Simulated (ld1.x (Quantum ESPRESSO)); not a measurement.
**Logarithmic derivatives: Au (Z = 79), ultrasoft**

| Property | Result |
| --- | --- |
| Element | Au |
| Generator | ld1.x (Quantum ESPRESSO) 7.5 |
| Type | ultrasoft |
| Functional | BP86 |
| Relativity | scalar-relativistic |
| Frozen core | [Xe] 4f14 |
| Valence charge | 11 |
| Reference configuration | 5d9 6s2 6p0 |
| Partial waves | 6s (bound): rcut 2.00, rcutus 2.60 bohr; 6s channel at 0.75 Ry: rcut 2.00, rcutus 2.60 bohr; 6p (bound, empty): rcut 2.60, rcutus 2.95 bohr; 6p channel at 2.7 Ry: rcut 2.60, rcutus 2.95 bohr; 5d (bound): rcut 1.25, rcutus 1.55 bohr; 5d channel at 0.65 Ry: rcut 1.25, rcutus 1.55 bohr |
| Local potential | all-electron potential smoothed inside 1.85 bohr (lloc = -1) |
| Core correction | none |
| Augmentation charge | PSQ, radius 1.25 bohr |

The phase is arctan(r·u′/u) with u = r·R(r), unwrapped; energies in Ry, scanned from -3 to 5 Ry. A pole is an energy at which the radial function vanishes at the test radius. The pseudo phase is shifted by a multiple of π to meet the all-electron one at the reference energy, and phase errors are pseudo minus all-electron; the curves can meet again beyond the range given. Levels narrower than the energy grid can be missing from the lists of poles.

```tsv
channel	radius (bohr)	reference energy (Ry)	poles, all-electron	poles, pseudo	unbroken range about the reference energy with phases within 0.05 rad	phase error 1 Ry above the reference energy (rad)
s	3.20	-0.50	0.24	-2.95, 0.24	above -2.9	+0.000
p	3.20	-0.09	1.41	1.40, 3.06	below 3.0	-0.001
d	3.20	-0.67	-0.57, 3.43	-0.57, 3.43	the whole range	+0.000
```

Note: ghost state, extra bound levels that the all-electron valence spectrum of the same l lacks: s at -40.1 eV. A true bound ghost makes a file unfit for plane-wave use.

Phases in the p channel:

```
E (Ry)  all-electron  pseudo
 -3.00         1.377   1.377
 -2.52         1.357   1.356
 -2.04         1.327   1.326
 -1.56         1.282   1.281
 -1.08         1.202   1.201
 -0.60         1.013   1.012
 -0.12         0.239   0.239
  0.36        -1.102  -1.103
  0.84        -1.432  -1.433
  1.32        -1.555  -1.556
  1.80        -1.631  -1.632
  2.28        -1.698  -1.699
  2.76        -1.782  -1.782
  3.24        -1.930  -5.054
  3.72        -2.376  -5.439
  4.20        -3.777  -6.749
  4.68        -4.352  -7.443
```
